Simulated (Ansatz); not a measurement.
Input file:

```yaml
crystal:
  lattice:
    - [0.0, 5.43, 5.43]
    - [5.43, 0.0, 5.43]
    - [5.43, 5.43, 0.0]
  atoms:
    - { symbol: Si, position: [0.0, 0.0, 0.0] }
    - { symbol: Si, position: [0.125, 0.125, 0.125] }
    - { symbol: Si, position: [0.0, 0.0, 0.5] }
    - { symbol: Si, position: [0.125, 0.125, 0.625] }
    - { symbol: Si, position: [0.0, 0.5, 0.0] }
    - { symbol: Si, position: [0.125, 0.625, 0.125] }
    - { symbol: Si, position: [0.0, 0.5, 0.5] }
    - { symbol: Si, position: [0.125, 0.625, 0.625] }
    - { symbol: Si, position: [0.5, 0.0, 0.0] }
    - { symbol: Si, position: [0.625, 0.125, 0.125] }
    - { symbol: Si, position: [0.5, 0.0, 0.5] }
    - { symbol: Si, position: [0.625, 0.125, 0.625] }
    - { symbol: Si, position: [0.5, 0.5, 0.0] }
    - { symbol: Si, position: [0.625, 0.625, 0.125] }
    - { symbol: Si, position: [0.5, 0.5, 0.5] }
    - { symbol: Si, position: [0.625, 0.625, 0.625] }
    - { symbol: Si, position: [0.8152529, 0.8083319, 0.5691082] }
basis:
  ecutwfc: 420.0
kpoints:
  mp_grid: { grid: [2, 2, 2] }
hamiltonian:
  xc: lda
  pseudopotentials: { kind: paw, azcp: { folder: soft_1 } }
scf:
  occupations: { method: gaussian, width: 0.05 }
  lower_state_search: "off"
relax:
  f_tol: 0.03
  max_steps: 60
  adjacent_minimum: "off"
```

Run as:

```bash
$ ansatz run input.yaml --threads 1 --pin off --max-ram 3072MiB --backend cpu --events-out ev --progress --plain --runs-dir out
```

Hardware: 1 thread of Arm Neoverse V2, on a shared host.

Q: Roughly how long does this run take, and how much memory?

A: 21 s, with a peak of 0.45 GiB, for 5 ionic steps.
